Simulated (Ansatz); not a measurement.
Calculated with Ansatz (gas phase, PBE0-D4/def2-TZVP geometries, no zero-point term in ΔE). CBS: MP2 limit from def2 TZ/QZ plus the TZ coupled-cluster correction, frozen cores. This one scheme is used for every species. Functionals use def2-TZVPP. B3LYP here is the variant with VWN-RPA as its local correlation; programs differ in this. Triplets are unrestricted, without spin–orbit coupling. def2 core potentials past Kr. For Te outer-core shells are correlated without core-valence functions, which leaves a few kJ/mol of doubt a bond. One conformer a species, not always the lowest.

`OC[SiH2][TeH]` → `[CH2]` (triplet) + `O[SiH2][TeH]`  (formal loss of a carbene)

CCSD(T)/CBS gives +2.79 eV.

(1) Another level gave +2.77 eV. Which?
A. ωB97X-V/def2-TZVPP
B. r2SCAN/def2-TZVPP
C. PBE-D4/def2-TZVPP
D. B3LYP-D4/def2-TZVPP

Largest T1 diagnostic among the species: 0.011.

Results:

(1) D. B3LYP-D4 2.77, r2SCAN 2.56, ωB97X-V 2.96, PBE-D4 3.01 eV.

The D4 term adds +0.11 eV with B3LYP and +0.06 eV with PBE0; it sums over pairs of atoms, weighted by their polarisabilities, and B3LYP, whose exchange is more repulsive, gets the larger term. In def2-TZVPP, CCSD(T) changes the Hartree–Fock value by +1.50 eV (the triples alone add +0.13 eV) and MP2 by +1.54 eV.
